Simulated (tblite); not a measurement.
F₃Lu, charge -1, doublet, at a GFN2-xTB geometry (such geometries of metal compounds can be far from the true shape) (the multiplicity is a formal guess); GFN1-xTB with ALPB(water) in tblite.

Here is a job for tblite.
```
$ tblite run mol.xyz --method gfn1 --charge -1 --spin 1 --alpb water --json tblite.json --no-restart

# file mol.xyz
4

Lu     0.00000000    -0.00000000    -0.00000000
F     -1.64100110    -1.00106838     0.04768510
F      0.01279139     1.79257428    -0.69556466
F      1.62820971    -0.79150590     0.64787956
```

What does tblite print? Leave out banner, timings and long lists.


```
xTB calculator
 | screened Coulomb repulsion
 | Coulomb electrostatics
 |  * isotropic Klopman-Ohno-Mataga-Nishimoto electrostatics
 |  * onsite third-order electrostatics
 | DFT-D3(BJ) dispersion correction
 | Interactions (3)
 | [1] alpb/gbsa reaction field model
 | [2] cds contribution to solvation
 | [3] empirical free energy shift and standard state/solvent correction

halogen bonding energy    0.0000000000000E+00 Eh
repulsion energy          1.0710970828921E-02 Eh
dispersion energy        -5.4925385971649E-04 Eh
interaction energy        7.0724738247673E-03 Eh
number of electrons       2.5000000000000E+01 e
integral cutoff           3.5723826613877E+01 bohr

------------------------------------------------------------
  cycle        total energy    energy error   density error
------------------------------------------------------------
      1     -16.67835830936  -1.6695593E+01   7.9253915E-01
      2     -16.74884131377  -7.0483004E-02   4.5476232E-01
      3     -16.70635986080   4.2481453E-02   2.3432289E-01
      4     -22.32902099866  -5.6226611E+00   2.6135188E+00
      5     -45.73590499597  -2.3406884E+01   3.7395766E+00
      6     -57.94942485793  -1.2213520E+01   3.9724103E+00
      7     -62.10834652310  -4.1589217E+00   4.0504699E+00
      8     -23.63193303351   3.8476413E+01   2.5851284E+00
      9     -24.61601783413  -9.8408480E-01   2.6259086E+00
     10     -24.32283453414   2.9318330E-01   2.6091468E+00
     11     -41.07801560940  -1.6755181E+01   4.5437532E+00
     12     -45.26884676170  -4.1908312E+00   4.7437480E+00
     13     -46.12183450444  -8.5298774E-01   4.7796817E+00
     14     -25.50520352176   2.0616631E+01   3.3668357E+00
     15     -16.78626453413   8.7189390E+00   5.6715859E-01
     16     -16.77084384392   1.5420690E-02   1.0019298E+00
     17     -16.78629138871  -1.5447545E-02   5.2940831E-01
     18     -16.46435070936   3.2194068E-01   5.0895590E-01
     19     -16.10593485960   3.5841585E-01   8.8323420E-01
     20     -16.05119456139   5.4740298E-02   9.7485974E-01
     21     -16.24599551818  -1.9480096E-01   7.4227933E-01
     22     -16.55438504975  -3.0838953E-01   4.8473843E-01
     23     -16.69977477200  -1.4538972E-01   3.2614931E-01
     24     -16.75704801340  -5.7273241E-02   2.0942110E-01
     25     -16.77837736103  -2.1329348E-02   1.3106965E-01
     26     -16.78663700508  -8.2596441E-03   8.0477740E-02
     27     -16.78982140984  -3.1844048E-03   4.8817881E-02
     28     -16.79103655340  -1.2151436E-03   2.9080430E-02
     29     -16.79148526730  -4.4871390E-04   1.6903855E-02
     30     -16.79164302728  -1.5775999E-04   9.5287352E-03
     31     -16.79169507769  -5.2050407E-05   5.1854811E-03
     32     -16.79171102831  -1.5950620E-05   2.7143050E-03
     33     -16.79171559680  -4.5684870E-06   1.3316369E-03
     34     -16.79171682534  -1.2285408E-06   5.0778325E-04
     35     -16.79171702093  -1.9559424E-07   8.4350460E-05
     36     -16.79171701577   5.1591087E-09   9.8875398E-05
     37     -16.79171702288  -7.1058501E-09   2.8458011E-05
     38     -16.79171702363  -7.4644291E-10   3.8152602E-07
------------------------------------------------------------

electronic energy        -1.6808951214420E+01 Eh
total energy             -1.6791717023626E+01 Eh

Post processing:
 | Mayer-Wiberg bond orders

[Info] JSON dump of results written to 'tblite.json'
```
